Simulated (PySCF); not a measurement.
**Radial density of Al⁺ (aluminium, charge +1)**

LDA, [Ne] 3s2, closed-shell 1S. All numbers are calculated (PySCF 2.14, the non-relativistic Hamiltonian (point nucleus), in def2-SVP (4s3p1d, 18 functions)).

| r (bohr) | 4πr²ρ (e/bohr) |
| --- | --- |
| 0.00209 | 0.06887 |
| 0.00351 | 0.1921 |
| 0.00590 | 0.5233 |
| 0.00993 | 1.349 |
| 0.0167 | 3.175 |
| 0.0281 | 6.727 |
| 0.0472 | 11.60 |
| 0.0795 | 14.65 |
| 0.134 | 11.55 |
| 0.225 | 8.431 |
| 0.378 | 12.08 |
| 0.636 | 10.10 |
| 1.07 | 2.714 |
| 1.80 | 1.021 |
| 3.03 | 0.5779 |
| 5.09 | 0.02776 |
| 8.56 | 7.171e-05 |
